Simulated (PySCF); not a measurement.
Ag2, SMILES [Ag][Ag], multiplicity 1. Atoms are numbered in the order given.

```xyz
2

Ag     0.0000     0.0000    -1.2876
Ag     0.0000     0.0000     1.2876
```

Coordinates come from a PBE-D3(BJ)/def2-TZVPD optimisation. The spin state was assumed, not searched. The def2 effective core potentials stand for the cores of Ag; spin–orbit coupling is left out.

The numbers are results of PySCF with PBE-D3(BJ)/def2-TZVPD, not measurements.

Frequencies are harmonic and unscaled.

| mode | ν (cm⁻¹) | IR (km/mol) | moving atoms (share of kinetic energy) |
|---|---|---|---|
| 1 | 181 | 0.0 | Ag 100 % |
